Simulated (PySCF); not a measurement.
Cost of response and excited-state runs on `[BH3-][S@+](C)CC(=O)OC`, C$_{4}$H$_{11}$BO$_{2}$S

Geometry (Å), atoms numbered from 1 in this order:
```xyz
19

B    -2.0167    1.4843   -1.6026
S    -1.2997    0.8440    0.1198
C     0.2474    1.7938    0.2224
C    -0.6172   -0.7758   -0.4134
C     0.0541   -1.4738    0.7442
O    -0.4859   -2.2251    1.5071
O     1.3462   -1.1295    0.8223
C     2.0912   -1.7100    1.8870
H    -2.9531    0.7875   -1.8021
H    -1.1243    1.3441   -2.3742
H    -2.3002    2.6128   -1.3794
H     0.9432    1.2875    0.8829
H    -0.0104    2.7677    0.6259
H     0.6676    1.9068   -0.7721
H    -1.4750   -1.3554   -0.7489
H     0.0782   -0.5973   -1.2309
H     3.1280   -1.4293    1.7210
H     1.9792   -2.7952    1.8783
H     1.7376   -1.3280    2.8465
```

PySCF with density fitting, on 1 thread of an AMD EPYC 7R43 64-Core, shared host. Command: `OMP_NUM_THREADS=1 python excited_run.py task.json out`

Question: How long does this run take, and how much memory?
- vibronic structure, B3LYP/6-31G*; full response

Answer: 
| run | level | basis functions | wall time | peak memory (GiB) |
| --- | --- | --- | --- | --- |
| vibronic structure | B3LYP/6-31G* | 138 | 45 s | 0.81 |

Times from a shared host are rough.
